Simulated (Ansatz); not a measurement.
Consider the homolysis of the C–Si bond: `C#C[SiH](F)CF` → `[CH2]F`• + `C#C[SiH]F`•.

Program: Ansatz. Geometries: PBE0-D4/def2-TZVP. ΔE: electronic, gas phase. CCSD(T)/CBS adds triple-zeta CCSD(T) − MP2 to the extrapolated MP2 energy (def2 sets, frozen cores). This one scheme is used for every species. Functionals use def2-TZVPP. Open shells (•) are unrestricted, without spin–orbit coupling. Each species was taken in one conformer, which may not be the lowest.

| level | ΔE (kcal/mol) |
| --- | --- |
| B2PLYP | 85.1 |
| PBE | 82.0 |

What does CCSD(T)/CBS give? (Best estimate.)

Ansatz gave: +90.7 kcal/mol. The listed levels differ from it by -5.6, -8.7 kcal/mol.

Largest T1 diagnostic among the species: 0.024.

From BLYP to BHLYP (50 % exact exchange), in def2-TZVPP and without D4, ΔE moves by +4.5 kcal/mol. Leaving LDA and LC-ωPBE aside and taking each functional with its dispersion term where it has one, the values, not all of them listed here, spread over 9.5 kcal/mol, from r2SCAN-D4 to ωB97M-V. LDA lies +13.3 kcal/mol from PBE without D4, its usual overbinding. At CCSD(T), def2-SVP lies −5.3 kcal/mol from the extrapolated value and def2-TZVPP −2.5 kcal/mol: correlation converges slowly with the basis, and small sets miss more of it in the bonded molecule than in its fragments.
